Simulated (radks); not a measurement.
All-electron atom: Tb3+ in [Kr] 4d10 4f8 5s1 5p6 6s1 (not the ground configuration). Calculated with a radial shooting solver on a logarithmic mesh with Libxc functionals: scalar-relativistic Kohn-Sham, AM05, spin-unpolarised, spherical densities, finite nucleus; Fermi nuclear charge, rms radius 5.06 fm.

Unscreened Slater integrals over Kohn-Sham orbitals (hartree). Empty in this configuration: 5d.

integral,value
"F0(6s,6s)",0.30242
"F0(6s,4f)",0.39222
"G3(6s,4f)",0.017939
"F0(6s,5p)",0.36750
"G1(6s,5p)",0.033933
"F0(6s,5s)",0.37452
"G0(6s,5s)",0.019869
"F0(6s,5d)",0.34577
"G2(6s,5d)",0.091628
"F0(4f,4f)",1.1461
"F2(4f,4f)",0.54163
"F4(4f,4f)",0.33910
"F6(4f,4f)",0.24374
"F0(4f,5p)",0.73225
"F2(4f,5p)",0.25576
"G2(4f,5p)",0.13193
"G4(4f,5p)",0.10272
"F0(4f,5s)",0.81428
"G3(4f,5s)",0.15328
"F0(4f,5d)",0.56361
"F2(4f,5d)",0.15063
"F4(4f,5d)",0.075336
"G1(4f,5d)",0.071270
"G3(4f,5d)",0.058728
"G5(4f,5d)",0.045002
"F0(5p,5p)",0.61214
"F2(5p,5p)",0.33155
"F0(5p,5s)",0.65118
"G1(5p,5s)",0.43779
"F0(5p,5d)",0.50757
"F2(5p,5d)",0.25141
"G1(5p,5d)",0.29750
"G3(5p,5d)",0.18488
"F0(5s,5s)",0.70140
"F0(5s,5d)",0.52675
"G2(5s,5d)",0.19243
"F0(5d,5d)",0.44659
"F2(5d,5d)",0.23627
"F4(5d,5d)",0.15753

Derived for the open shells (J is the average intra-shell exchange parameter used in DFT+U). 4f: F4/F2 = 0.626, F6/F2 = 0.450, J = (286 F2 + 195 F4 + 250 F6)/6435 = 0.04382 hartree.
